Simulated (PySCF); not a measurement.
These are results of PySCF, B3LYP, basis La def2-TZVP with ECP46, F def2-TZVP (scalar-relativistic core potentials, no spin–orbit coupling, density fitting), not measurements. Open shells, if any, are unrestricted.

Task: What shape and geometry does isolated singlet LaF3 take (every ligand bound to La)?

Result: Formally La is in oxidation state +3, with 0 electrons left for the f, d and s shells; the Mulliken f population is 0.18. The lowest minimum found is a singlet of C3v symmetry with La–F 2.161 Å (×3); F–La–F 115.4° (×3). Its harmonic wavenumbers are 65 (a1), 129 (e), 511 (e), 523 (a1) cm⁻¹ and its dipole moment is 4.04 D.

Only a few start shapes were tried, so a lower isomer may exist.
